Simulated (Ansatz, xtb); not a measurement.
Two isomers of C3H3BFNS

We compare a, `Bc1cnc(F)s1`, a singlet, with b, `Bc1nc(F)cs1`, a singlet. Both are isolated molecules in the gas phase, relaxed with B3LYP/def2-SVP; the shapes shown needn't be the lowest conformers.

a (Å):

```xyz
10

C    -2.1333    0.0659   -1.9052
C    -1.9647    0.5785   -3.1868
C    -0.2896    1.6125   -2.2870
B    -3.1940   -0.9056   -1.4120
F     0.7585    2.3984   -2.1906
N    -0.9355    1.4408   -3.3965
S    -0.8614    0.7537   -0.8948
H    -4.0118   -1.3059   -2.2030
H    -3.2296   -1.2744   -0.2654
H    -2.6215    0.3161   -4.0198
```

b (Å):

```yaml
atoms:
  - { symbol: C, position_ang: [-2.2841, 0.3059, -1.6796] }
  - { symbol: C, position_ang: [-0.8088, 1.1621, -3.0670] }
  - { symbol: C, position_ang: [-0.8357, -0.1071, -3.6237] }
  - { symbol: B, position_ang: [-3.2901, 0.1633, -0.5289] }
  - { symbol: F, position_ang: [-0.0468, 2.1388, -3.5351] }
  - { symbol: N, position_ang: [-1.5935, 1.3878, -2.0130] }
  - { symbol: S, position_ang: [-1.9348, -1.0652, -2.7386] }
  - { symbol: H, position_ang: [-3.8410, -0.8942, -0.3530] }
  - { symbol: H, position_ang: [-3.5140, 1.1075, 0.1801] }
  - { symbol: H, position_ang: [-0.2665, -0.4660, -4.4790] }
```

Problem. Estimate E(b) − E(a) at the level CCSD(T)/def2-SVP + ΔMP2/def2-TZVPP.

Solution. Calculated at CCSD(T)/def2-SVP + ΔMP2/def2-TZVPP: E(b) − E(a) = +2.6 kcal/mol, so structure a lies lower.

Level by level:

```csv
level,geometry,E(b) − E(a) (kcal/mol),departure from the last row (kcal/mol),"job, with rough time for the two"
GFN2-xTB,GFN2-xTB,+0.9,−1.6,"optimisation, 0.14 s"
HF/STO-3G,GFN2-xTB,+7.6,+5.0,"single point, 0.38 s"
r2SCAN-D4/def2-SVP,GFN2-xTB,+3.1,+0.5,"single point, 3 s"
B3LYP/def2-SVP,B3LYP/def2-SVP,+2.9,+0.3,"optimisation, 28 s"
HF/def2-SVP,B3LYP/def2-SVP,+6.1,+3.5,part of the CCSD(T) run
MP2/def2-SVP,B3LYP/def2-SVP,+1.9,−0.7,part of the CCSD(T) run
CCSD(T)/def2-SVP,B3LYP/def2-SVP,+3.3,+0.7,single point
CCSD(T)/def2-SVP + ΔMP2/def2-TZVPP,B3LYP/def2-SVP,+2.6,,"single point, 49 s"
```

As drawn, both hold the same kinds of bond in the same numbers.

None of the levels shown reverses the order. The largest departure from CCSD(T)/def2-SVP + ΔMP2/def2-TZVPP is that of HF/STO-3G, 5.0 kcal/mol. The last row adds to CCSD(T) the change of the MP2 difference between the two basis sets, here −0.7 kcal/mol.

With thermal terms from frequencies at re-optimised GFN2-xTB minima (ideal gas, soft modes damped towards free rotors, one conformer each, 298.15 K, 1 atm): on the last row, ΔE + ΔZPE = +2.3, ΔH = +2.3, ΔG = +2.2 kcal/mol.

The correlated steps freeze 11 core orbitals. Codes used: Ansatz 0.2.0, xtb 6.7.1; the last row on 2 threads of Intel(R) Xeon(R) 6975P-C (Granite Rapids) on a shared host.
